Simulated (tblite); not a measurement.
Record of a relaxation.

Compound: C3H7FSeSi.
SMILES with atom numbers: `[CH3:1][C@@:2]1([F:3])[CH2:4][Se:5][SiH2:6]1` (hydrogens: H7, H8, H9 on C1; H10, H11 on C4; H12, H13 on Si6)

Computed with GFN2-xTB (tblite), gas phase: L-BFGS steps from a force-field or distance-geometry start until the largest atomic force falls under 0.01 eV/Å. 14 of its 97 geometries are shown.

Step 0: E = -533.4897 eV, largest atomic force 2.929 eV/Å
```
atom  x, y, z in Å  |  force x, y, z in eV/Å
C1      1.456   -0.370    0.077    0.469   0.142  -0.387
C2      0.070   -0.191   -0.545    2.109  -0.453   1.982
F3      0.081   -0.408   -1.883   -0.145  -0.314  -0.365
C4     -0.986   -0.945    0.241   -0.021  -1.507  -0.843
Se5    -2.464    0.125   -0.376   -1.616   0.609   0.423
Si6    -0.650    1.425    0.006   -0.976   2.124  -0.783
H7      1.347   -0.188    1.162    0.291  -0.429  -0.566
H8      2.075    0.468   -0.321    0.011  -0.940   0.180
H9      1.894   -1.373   -0.142   -0.162   0.882   0.261
H10    -1.149   -2.001   -0.068    0.299   0.392   0.521
H11    -0.791   -0.802    1.323   -0.318  -0.508  -0.575
H12    -0.425    1.715    1.417    0.052   0.003   0.037
H13    -0.463    2.545   -0.910    0.008  -0.001   0.116
```

Step 7: E = -534.1046 eV, largest atomic force 0.462 eV/Å
```
atom  x, y, z in Å  |  force x, y, z in eV/Å
C1      1.501   -0.362    0.090    0.087  -0.054   0.083
C2      0.096   -0.150   -0.455    0.302  -0.252   0.242
F3      0.106   -0.415   -1.815    0.038   0.081  -0.211
C4     -1.014   -0.985    0.188    0.114  -0.067   0.136
Se5    -2.592    0.173   -0.245    0.023  -0.108   0.134
Si6    -0.764    1.529   -0.066    0.127   0.081  -0.173
H7      1.456   -0.246    1.175    0.171   0.028  -0.147
H8      2.178    0.391   -0.333   -0.227  -0.192   0.152
H9      1.925   -1.349   -0.136   -0.309   0.180  -0.027
H10    -1.107   -2.042   -0.079   -0.025   0.302  -0.317
H11    -0.887   -0.923    1.267   -0.075  -0.121   0.172
H12    -0.444    1.744    1.354   -0.084   0.209  -0.091
H13    -0.458    2.638   -0.963   -0.141  -0.089   0.048
```

Step 15: E = -534.2304 eV, largest atomic force 0.291 eV/Å
```
atom  x, y, z in Å  |  force x, y, z in eV/Å
C1      1.528   -0.389    0.130   -0.074   0.047   0.036
C2      0.125   -0.127   -0.374   -0.014  -0.146   0.001
F3      0.151   -0.394   -1.742   -0.005   0.070  -0.282
C4     -0.986   -0.996    0.212   -0.277  -0.010  -0.029
Se5    -2.586    0.174   -0.123    0.046  -0.052   0.021
Si6    -0.770    1.552   -0.108    0.065   0.198   0.091
H7      1.574   -0.270    1.209    0.005  -0.069  -0.007
H8      2.192    0.346   -0.329    0.052  -0.215   0.030
H9      1.834   -1.402   -0.154    0.046   0.239   0.116
H10    -1.111   -1.966   -0.270    0.076   0.037   0.038
H11    -0.907   -1.107    1.293    0.116  -0.092  -0.053
H12    -0.501    1.928    1.276    0.040   0.160   0.118
H13    -0.548    2.652   -1.036   -0.076  -0.167  -0.079
```

Step 22: E = -534.2927 eV, largest atomic force 0.302 eV/Å
```
atom  x, y, z in Å  |  force x, y, z in eV/Å
C1      1.514   -0.404    0.162    0.163  -0.058  -0.040
C2      0.123   -0.111   -0.353    0.076  -0.024   0.100
F3      0.162   -0.322   -1.736    0.032   0.135  -0.062
C4     -0.979   -1.013    0.190   -0.294   0.029  -0.064
Se5    -2.577    0.191   -0.028    0.176  -0.072   0.154
Si6    -0.753    1.586   -0.062   -0.128   0.125   0.005
H7      1.599   -0.295    1.238   -0.159   0.069   0.028
H8      2.220    0.266   -0.318    0.072   0.161  -0.007
H9      1.807   -1.414   -0.111   -0.039  -0.174   0.027
H10    -1.110   -1.932   -0.378    0.011  -0.026  -0.056
H11    -0.858   -1.254    1.244    0.023   0.076  -0.001
H12    -0.504    2.138    1.279    0.063  -0.063  -0.168
H13    -0.648    2.564   -1.144    0.004  -0.178   0.085
```

Step 30: E = -534.3360 eV, largest atomic force 0.160 eV/Å
```
atom  x, y, z in Å  |  force x, y, z in eV/Å
C1      1.514   -0.424    0.186    0.010  -0.004   0.084
C2      0.132   -0.088   -0.326    0.038   0.076  -0.097
F3      0.198   -0.183   -1.724   -0.037  -0.075  -0.103
C4     -0.976   -1.027    0.151    0.016   0.059  -0.036
Se5    -2.561    0.180    0.153    0.016   0.030   0.046
Si6    -0.768    1.596   -0.031   -0.050   0.017  -0.001
H7      1.562   -0.292    1.260   -0.006   0.055   0.150
H8      2.255    0.220   -0.284   -0.047   0.024   0.000
H9      1.762   -1.458   -0.048   -0.004  -0.034  -0.036
H10    -1.123   -1.882   -0.506   -0.033  -0.028  -0.004
H11    -0.812   -1.364    1.173    0.044  -0.058  -0.006
H12    -0.454    2.302    1.209    0.049  -0.057  -0.002
H13    -0.735    2.420   -1.230    0.004  -0.006   0.003
```

Step 37: E = -534.3518 eV, largest atomic force 0.206 eV/Å
```
atom  x, y, z in Å  |  force x, y, z in eV/Å
C1      1.496   -0.411    0.218   -0.084   0.040  -0.062
C2      0.129   -0.078   -0.346   -0.074   0.098  -0.060
F3      0.224   -0.193   -1.746    0.016  -0.035   0.142
C4     -0.972   -1.026    0.131    0.067   0.014  -0.031
Se5    -2.550    0.181    0.263    0.026   0.010   0.026
Si6    -0.785    1.604   -0.042    0.160  -0.122   0.042
H7      1.525   -0.264    1.295   -0.067  -0.007  -0.054
H8      2.245    0.223   -0.247    0.039   0.030  -0.002
H9      1.726   -1.450   -0.016    0.094  -0.018   0.066
H10    -1.152   -1.846   -0.563   -0.054  -0.006   0.000
H11    -0.747   -1.423    1.120   -0.060  -0.038  -0.005
H12    -0.379    2.296    1.182   -0.009  -0.023  -0.066
H13    -0.763    2.387   -1.266   -0.056   0.057   0.004
```

Step 44: E = -534.3747 eV, largest atomic force 0.179 eV/Å
```
atom  x, y, z in Å  |  force x, y, z in eV/Å
C1      1.469   -0.377    0.244   -0.007  -0.046   0.028
C2      0.129   -0.091   -0.398   -0.028  -0.106   0.022
F3      0.268   -0.251   -1.779    0.019  -0.024  -0.005
C4     -0.973   -1.040    0.094    0.005  -0.125   0.005
Se5    -2.488    0.207    0.450    0.020  -0.048  -0.039
Si6    -0.744    1.593   -0.066   -0.080  -0.008   0.034
H7      1.390   -0.200    1.313    0.100   0.060   0.027
H8      2.241    0.259   -0.183   -0.040   0.024   0.042
H9      1.750   -1.417    0.084    0.038  -0.032  -0.036
H10    -1.243   -1.798   -0.647   -0.012   0.162   0.076
H11    -0.702   -1.541    1.029   -0.048   0.062  -0.132
H12    -0.243    2.273    1.125    0.052   0.057  -0.042
H13    -0.860    2.382   -1.283   -0.017   0.024   0.019
```

Step 52: E = -534.3991 eV, largest atomic force 0.124 eV/Å
```
atom  x, y, z in Å  |  force x, y, z in eV/Å
C1      1.448   -0.364    0.312    0.006   0.070   0.013
C2      0.136   -0.115   -0.407    0.007  -0.048   0.012
F3      0.357   -0.302   -1.773    0.009   0.002  -0.031
C4     -0.987   -1.061    0.042    0.022  -0.116  -0.019
Se5    -2.386    0.189    0.704    0.080   0.062   0.000
Si6    -0.739    1.577   -0.074    0.032   0.050  -0.030
H7      1.326   -0.128    1.365    0.018  -0.069   0.070
H8      2.218    0.283   -0.098    0.030   0.045  -0.042
H9      1.782   -1.398    0.204   -0.113   0.051  -0.009
H10    -1.385   -1.642   -0.792    0.022   0.038   0.045
H11    -0.681   -1.743    0.838   -0.057   0.033  -0.045
H12    -0.060    2.371    0.950   -0.037  -0.035  -0.005
H13    -1.033    2.333   -1.289   -0.018  -0.082   0.041
```

Step 59: E = -534.4086 eV, largest atomic force 0.137 eV/Å
```
atom  x, y, z in Å  |  force x, y, z in eV/Å
C1      1.435   -0.344    0.350    0.017  -0.026   0.012
C2      0.143   -0.123   -0.413    0.038  -0.014   0.042
F3      0.416   -0.321   -1.767   -0.004  -0.016  -0.032
C4     -0.987   -1.070    0.011   -0.016   0.007   0.069
Se5    -2.297    0.185    0.838    0.049  -0.010  -0.001
Si6    -0.723    1.567   -0.080   -0.042   0.114  -0.063
H7      1.295   -0.112    1.404   -0.023  -0.021  -0.049
H8      2.206    0.308   -0.059   -0.004  -0.045   0.041
H9      1.761   -1.380    0.255    0.026   0.033  -0.010
H10    -1.448   -1.550   -0.851   -0.017   0.006  -0.012
H11    -0.691   -1.835    0.730    0.012   0.044  -0.045
H12     0.019    2.406    0.858   -0.034  -0.020   0.016
H13    -1.133    2.268   -1.293    0.000  -0.054   0.031
```

Step 66: E = -534.4133 eV, largest atomic force 0.064 eV/Å
```
atom  x, y, z in Å  |  force x, y, z in eV/Å
C1      1.426   -0.344    0.370    0.050   0.005   0.012
C2      0.152   -0.121   -0.420    0.045  -0.044   0.011
F3      0.446   -0.327   -1.768    0.003  -0.013  -0.042
C4     -0.983   -1.064   -0.004   -0.027   0.042   0.037
Se5    -2.223    0.182    0.926   -0.010   0.013   0.009
Si6    -0.715    1.572   -0.093   -0.026  -0.041   0.040
H7      1.255   -0.112    1.419   -0.001  -0.048  -0.015
H8      2.208    0.308   -0.014    0.019   0.016   0.015
H9      1.764   -1.376    0.278   -0.026   0.014   0.010
H10    -1.487   -1.478   -0.877   -0.018  -0.007   0.010
H11    -0.686   -1.876    0.660    0.022   0.028  -0.043
H12     0.043    2.428    0.816   -0.036   0.010  -0.033
H13    -1.203    2.206   -1.309    0.005   0.028  -0.010
```

Step 74: E = -534.4162 eV, largest atomic force 0.028 eV/Å
```
atom  x, y, z in Å  |  force x, y, z in eV/Å
C1      1.431   -0.349    0.379    0.004  -0.001   0.016
C2      0.163   -0.120   -0.421    0.014  -0.007   0.015
F3      0.463   -0.333   -1.768   -0.002   0.004  -0.003
C4     -0.981   -1.054   -0.008   -0.007  -0.001  -0.012
Se5    -2.188    0.183    0.975    0.013  -0.011   0.006
Si6    -0.718    1.569   -0.099    0.002   0.002   0.011
H7      1.246   -0.138    1.430   -0.018  -0.007   0.003
H8      2.220    0.308    0.019   -0.011  -0.007   0.000
H9      1.765   -1.382    0.280    0.000   0.016  -0.023
H10    -1.511   -1.430   -0.883   -0.005  -0.011  -0.003
H11    -0.680   -1.894    0.617    0.004   0.008   0.013
H12     0.025    2.464    0.780    0.000   0.005  -0.015
H13    -1.239    2.176   -1.317    0.007   0.012  -0.008
```

Step 81: E = -534.4167 eV, largest atomic force 0.020 eV/Å
```
atom  x, y, z in Å  |  force x, y, z in eV/Å
C1      1.427   -0.350    0.381    0.003  -0.005   0.001
C2      0.162   -0.119   -0.423    0.010  -0.002   0.005
F3      0.468   -0.334   -1.769   -0.012   0.008  -0.009
C4     -0.980   -1.055   -0.009   -0.001   0.003  -0.001
Se5    -2.177    0.181    0.985   -0.007   0.001  -0.002
Si6    -0.718    1.569   -0.100    0.005   0.004  -0.006
H7      1.235   -0.150    1.432    0.003  -0.012  -0.005
H8      2.217    0.312    0.029   -0.013   0.012   0.010
H9      1.765   -1.380    0.269    0.002   0.001   0.003
H10    -1.516   -1.434   -0.880    0.006   0.006   0.004
H11    -0.674   -1.893    0.616    0.001  -0.010   0.008
H12     0.023    2.474    0.771    0.007  -0.004  -0.004
H13    -1.236    2.179   -1.318   -0.005  -0.001  -0.004
```

Step 89: E = -534.4172 eV, largest atomic force 0.025 eV/Å
```
atom  x, y, z in Å  |  force x, y, z in eV/Å
C1      1.425   -0.351    0.382   -0.001   0.003  -0.004
C2      0.161   -0.120   -0.424    0.006  -0.003  -0.002
F3      0.464   -0.332   -1.770    0.003  -0.009   0.005
C4     -0.980   -1.056   -0.007    0.002   0.008  -0.007
Se5    -2.173    0.183    0.990   -0.003   0.007   0.002
Si6    -0.717    1.570   -0.103   -0.009  -0.015  -0.011
H7      1.224   -0.170    1.435    0.004   0.000   0.000
H8      2.208    0.327    0.047    0.000  -0.002   0.008
H9      1.775   -1.376    0.259    0.001   0.008  -0.012
H10    -1.518   -1.432   -0.877    0.000  -0.001  -0.004
H11    -0.672   -1.896    0.615   -0.007  -0.001   0.008
H12     0.036    2.476    0.755    0.011   0.010   0.020
H13    -1.239    2.178   -1.320   -0.007  -0.005  -0.004
```

Step 96: E = -534.4175 eV, largest atomic force 0.007 eV/Å
```
atom  x, y, z in Å  |  force x, y, z in eV/Å
C1      1.427   -0.351    0.380   -0.004  -0.001  -0.003
C2      0.161   -0.120   -0.423   -0.004   0.000  -0.002
F3      0.460   -0.336   -1.770    0.005  -0.001   0.002
C4     -0.981   -1.054   -0.003    0.003  -0.005  -0.001
Se5    -2.179    0.189    0.982   -0.001   0.001   0.002
Si6    -0.715    1.571   -0.105    0.000   0.005   0.003
H7      1.222   -0.191    1.435    0.003  -0.002   0.005
H8      2.206    0.338    0.059   -0.006   0.002  -0.004
H9      1.784   -1.370    0.237    0.006  -0.003   0.002
H10    -1.515   -1.438   -0.872   -0.002   0.003   0.000
H11    -0.676   -1.889    0.627    0.000   0.005  -0.002
H12     0.038    2.474    0.757   -0.002  -0.002   0.000
H13    -1.237    2.178   -1.323    0.001  -0.001  -0.002
```

Problem. Summarise the path.

Solution. The energy falls by 21.40 kcal/mol from step 0 to step 96; nine tenths of that is first reached at step 26. It falls at every step. The largest force goes from 2.929 to 0.007 eV/Å. Among the bonds C2–Si6 changes most, from 1.854 to 1.931 Å; the atoms move by 0.766 Å rms after alignment.

The cost below is that of the whole relaxation. The run took 0.98 s on Arm Neoverse N1, one thread, on a shared host.
